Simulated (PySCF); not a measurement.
## Exercise with solution: entropy of an ideal gas

BiCl₂, SMILES [Bi+]([Cl])[Cl] (connectivity only; charge and spin as stated), charge +1, multiplicity 1.

Geometry optimised at PBE0-D3(BJ)/def2-TZVP. The spin state was assumed, not searched. The isomer is the one that the SMILES or the coordinates give; other isomers of the formula were not compared. The def2 effective core potentials stand for the cores of Bi; spin–orbit coupling is left out.

PBE0-D3(BJ)/def2-TZVP (PySCF 2.14.0) gives the harmonic wavenumbers 124, 388, 403 cm⁻¹ and the rotational temperatures 0.1986, 0.1077, 0.0698 K. The molar mass is 279.88 g/mol, the symmetry number 2, the spin multiplicity 1.

**Question.** Work out the entropy at 298.15 K and 1 atm in the rigid-rotor, harmonic-oscillator model.

**Answer.** 
Translation (Sackur–Tetrode at 1 atm): S = R[1.5 ln M + 2.5 ln T − 1.16487] = 179.0 J/(mol K).
Rotation: q = (√π/σ) T^1.5/√(θA θB θC) = 118000, S = R[ln q + 3/2] = 109.6 J/(mol K).
Vibration: with u = 1.4388 ν/T, each mode gives R[u/(e^u − 1) − ln(1 − e^−u)]:
```tsv
ν (cm⁻¹)	modes	u	S (J/(mol K))
124	1	0.60	12.71
388	1	1.87	4.22
403	1	1.94	3.98
```
These are all the modes. Sum 20.9 J/(mol K).
Spin: R ln 1 = 0.0 J/(mol K).
Total 309.5 J/(mol K); the program's own thermochemistry gives 309.5. Translation makes up 58 % and vibration 7 %. Anharmonicity, hindered rotation and orbital degeneracy are left out.
